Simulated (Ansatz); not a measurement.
# Molecular dynamics of FGeH3O

input.yaml

```yaml
crystal:
  periodic: [false, false, false]
  atoms:
    - { symbol: Ge, position_ang: [-0.162836, 0.130043, 0.00632] }
    - { symbol: O, position_ang: [-0.901411, 0.391593, 1.542681] }
    - { symbol: H, position_ang: [-0.759313, -0.421888, 2.006678] }
    - { symbol: F, position_ang: [1.511132, -0.078586, 0.308568] }
    - { symbol: H, position_ang: [-0.246603, 1.401326, -0.761145] }
    - { symbol: H, position_ang: [-0.547149, -1.239756, -0.576235] }
basis:
  gaussian: { orbitals: def2-SVP }
hamiltonian:
  xc: hf
md:
  timestep: 0.5
  n_steps: 250
  ensemble: nve
  temperature: 1500.0
  initial_velocities: maxwell_boltzmann
  seed: 758082
  masses: [{ species: H, mass: 2.014 }]
```

Command:

```bash
$ ansatz run input.yaml --threads 1 --pin off --max-ram 2048MiB --backend cpu --events-out ev --progress --plain --runs-dir out
```

It goes on from the last frame of an earlier run, with new velocities.

Output, in part (one step line in 9, the closing report, with atoms numbered from 0):

```
md step     0: t =     0.00 fs  T =  1500.0 K  F+E_penalty+E_count = -61254.43449032 eV  E_kin = 0.775560 eV  conserved = -61253.65893033 eV  (33 SCF iters)
md step     9: t =     4.50 fs  T =  1330.9 K  F+E_penalty+E_count = -61254.34658269 eV  E_kin = 0.688137 eV  conserved = -61253.65844542 eV  (32 SCF iters)
md step    18: t =     9.00 fs  T =  1110.8 K  F+E_penalty+E_count = -61254.23280091 eV  E_kin = 0.574313 eV  conserved = -61253.65848830 eV  (33 SCF iters)
md step    27: t =    13.50 fs  T =   729.6 K  F+E_penalty+E_count = -61254.03581876 eV  E_kin = 0.377211 eV  conserved = -61253.65860748 eV  (32 SCF iters)
md step    36: t =    18.00 fs  T =   443.4 K  F+E_penalty+E_count = -61253.88738458 eV  E_kin = 0.229278 eV  conserved = -61253.65810621 eV  (33 SCF iters)
md step    45: t =    22.50 fs  T =   802.0 K  F+E_penalty+E_count = -61254.07344075 eV  E_kin = 0.414678 eV  conserved = -61253.65876269 eV  (33 SCF iters)
md step    54: t =    27.00 fs  T =   724.4 K  F+E_penalty+E_count = -61254.03282636 eV  E_kin = 0.374536 eV  conserved = -61253.65829083 eV  (34 SCF iters)
md step    63: t =    31.50 fs  T =   946.5 K  F+E_penalty+E_count = -61254.14802914 eV  E_kin = 0.489375 eV  conserved = -61253.65865454 eV  (32 SCF iters)
md step    72: t =    36.00 fs  T =   817.8 K  F+E_penalty+E_count = -61254.08121601 eV  E_kin = 0.422828 eV  conserved = -61253.65838850 eV  (33 SCF iters)
md step    81: t =    40.50 fs  T =   834.2 K  F+E_penalty+E_count = -61254.08992995 eV  E_kin = 0.431302 eV  conserved = -61253.65862746 eV  (33 SCF iters)
md step    90: t =    45.00 fs  T =   899.4 K  F+E_penalty+E_count = -61254.12354932 eV  E_kin = 0.465046 eV  conserved = -61253.65850339 eV  (33 SCF iters)
md step    99: t =    49.50 fs  T =   937.6 K  F+E_penalty+E_count = -61254.14305108 eV  E_kin = 0.484780 eV  conserved = -61253.65827114 eV  (35 SCF iters)
md step   108: t =    54.00 fs  T =  1319.9 K  F+E_penalty+E_count = -61254.34131013 eV  E_kin = 0.682436 eV  conserved = -61253.65887390 eV  (34 SCF iters)
md step   117: t =    58.50 fs  T =  1200.2 K  F+E_penalty+E_count = -61254.27892264 eV  E_kin = 0.620536 eV  conserved = -61253.65838708 eV  (34 SCF iters)
md step   126: t =    63.00 fs  T =  1014.6 K  F+E_penalty+E_count = -61254.18317772 eV  E_kin = 0.524606 eV  conserved = -61253.65857138 eV  (33 SCF iters)
md step   135: t =    67.50 fs  T =   748.8 K  F+E_penalty+E_count = -61254.04535603 eV  E_kin = 0.387149 eV  conserved = -61253.65820654 eV  (33 SCF iters)
md step   144: t =    72.00 fs  T =   942.9 K  F+E_penalty+E_count = -61254.14594045 eV  E_kin = 0.487517 eV  conserved = -61253.65842341 eV  (34 SCF iters)
md step   153: t =    76.50 fs  T =  1117.0 K  F+E_penalty+E_count = -61254.23618728 eV  E_kin = 0.577532 eV  conserved = -61253.65865535 eV  (32 SCF iters)
md step   162: t =    81.00 fs  T =  1148.9 K  F+E_penalty+E_count = -61254.25260850 eV  E_kin = 0.594011 eV  conserved = -61253.65859733 eV  (32 SCF iters)
md step   171: t =    85.50 fs  T =  1050.2 K  F+E_penalty+E_count = -61254.20142760 eV  E_kin = 0.542994 eV  conserved = -61253.65843334 eV  (33 SCF iters)
md step   180: t =    90.00 fs  T =   880.2 K  F+E_penalty+E_count = -61254.11338553 eV  E_kin = 0.455117 eV  conserved = -61253.65826900 eV  (33 SCF iters)
md step   189: t =    94.50 fs  T =   964.9 K  F+E_penalty+E_count = -61254.15767816 eV  E_kin = 0.498879 eV  conserved = -61253.65879910 eV  (34 SCF iters)
md step   198: t =    99.00 fs  T =   727.9 K  F+E_penalty+E_count = -61254.03446320 eV  E_kin = 0.376368 eV  conserved = -61253.65809550 eV  (34 SCF iters)
md step   207: t =   103.50 fs  T =   951.9 K  F+E_penalty+E_count = -61254.15094774 eV  E_kin = 0.492194 eV  conserved = -61253.65875415 eV  (34 SCF iters)
md step   216: t =   108.00 fs  T =   881.3 K  F+E_penalty+E_count = -61254.11405773 eV  E_kin = 0.455683 eV  conserved = -61253.65837490 eV  (34 SCF iters)
md step   225: t =   112.50 fs  T =   931.5 K  F+E_penalty+E_count = -61254.14016650 eV  E_kin = 0.481620 eV  conserved = -61253.65854621 eV  (32 SCF iters)
md step   234: t =   117.00 fs  T =   754.1 K  F+E_penalty+E_count = -61254.04827720 eV  E_kin = 0.389897 eV  conserved = -61253.65837998 eV  (33 SCF iters)
md step   243: t =   121.50 fs  T =   955.7 K  F+E_penalty+E_count = -61254.15270311 eV  E_kin = 0.494129 eV  conserved = -61253.65857433 eV  (33 SCF iters)
md step   250: t =   125.00 fs  T =  1224.5 K  F+E_penalty+E_count = -61254.29190774 eV  E_kin = 0.633124 eV  conserved = -61253.65878325 eV  (34 SCF iters)
Total energy: -61254.29190774 eV, -2251.0537079593 hartree
Atom 0 at    -0.137069     0.143737     0.022869 Å, force    -0.919391    -0.589860    -0.782920 eV/Å
Atom 1 at    -0.912422     0.230059     1.556477 Å, force     0.361840    -0.992263     0.860597 eV/Å
Atom 2 at    -1.561608     0.776215     1.956818 Å, force    -0.028633     0.371690    -0.321539 eV/Å
Atom 3 at     1.544709    -0.152951     0.253480 Å, force    -0.410200     0.116424     0.061599 eV/Å
Atom 4 at    -0.412699     1.468304    -0.613384 Å, force     0.405255     0.641469    -0.493804 eV/Å
Atom 5 at    -0.737262    -1.013980    -0.860863 Å, force     0.591130     0.452541     0.676068 eV/Å
Dipole moment:    -0.533325     0.275436    -0.144821 e Å
```

The run went to its last step. The conserved energy stayed within 0.18 meV per atom of its start (net change 0.024 meV per atom), so the integration is sound. A run of 0.12 ps of so small a system gives no equilibrium averages.

The same pairs are bonded in the first frame and the last. Pairs count as bonded within 1.25 times the sum of covalent radii (0.12 Å more for H–H).

Last frame:

```xyz
6
Properties=species:S:1:pos:R:3
Ge -0.137 0.144 0.023
O -0.912 0.230 1.556
H -1.562 0.776 1.957
F 1.545 -0.153 0.254
H -0.413 1.468 -0.613
H -0.737 -1.014 -0.861
```

The run took 6.6 min on 1 thread of Intel(R) Xeon(R) Platinum 8259CL CPU @ 2.50GHz (Skylake/Cascade Lake), with other jobs on the host, peak memory 0.15 GiB.
